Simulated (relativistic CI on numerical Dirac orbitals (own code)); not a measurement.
**Crystal-field levels of Nb⁺, 4d4**

Calculated by Dirac-Coulomb-Breit CI, KLI orbitals optimised for each configuration, model QED (radiative potential, 1s self-energy scaled to tabulated hydrogen-like ionisation energies), valence Slater integrals scaled by 0.75, one configuration in a parametric crystal field (own radial code).

Field parameters in Wybourne normalisation: D4h B²₀ = −7Ds, B⁴₀ = 21(Dq − Dt), B⁴₄ = 21√(5/14) Dq. The field is a parameter set, without covalency.

S is read from ⟨S²⟩ = S(S + 1).

Levels (cm⁻¹, degeneracy): 0 (1), 99 (1), 281 (2), 474 (1), 482 (1), 2040 (1), 5702 (2), 5705 (1), 5718 (2), 5723 (1), 5723 (1), 6478 (1).

Problem. Which field gives this pattern?
A. D4h, 10Dq = 16350, Ds = -1500, Dt = -220 cm⁻¹
B. D4h, 10Dq = 16350, Ds = 1770, Dt = -220 cm⁻¹
C. D4h, 10Dq = 16350, Ds = 3000, Dt = -220 cm⁻¹
D. D4h, 10Dq = 16350, Ds = 140, Dt = -220 cm⁻¹

Solution. B. D4h, 10Dq = 16350, Ds = 1770, Dt = -220 cm⁻¹, ground level with S = 0.98.
